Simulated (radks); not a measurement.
Values are calculated unless marked as measured or tabulated.
Question: All-electron atom: the carbon ion C+ in [He] 2s2 4d1 (not the ground configuration). Code: a radial shooting solver on a logarithmic mesh with Libxc functionals. Model: non-relativistic Kohn-Sham, PBE, spin-polarised, spherical densities, point nucleus; open shells are filled with parallel spins first. Some entries of the table are withheld. Estimate them.

orbital  occ.  eigenvalue (hartree)  <1/r> (bohr^-1)
1s down     1                   (1)              (2)
1s up       1                   (3)              (4)
2s up       1              -1.34705            1.055
2s down     1              -1.34207            1.058
4d up       1              -0.11183           0.1460

Answer: 
(1) 1s down eigenvalue (hartree): -11.19355
(2) 1s down <1/r> (bohr^-1): 5.649
(3) 1s up eigenvalue (hartree): -11.19335
(4) 1s up <1/r> (bohr^-1): 5.649
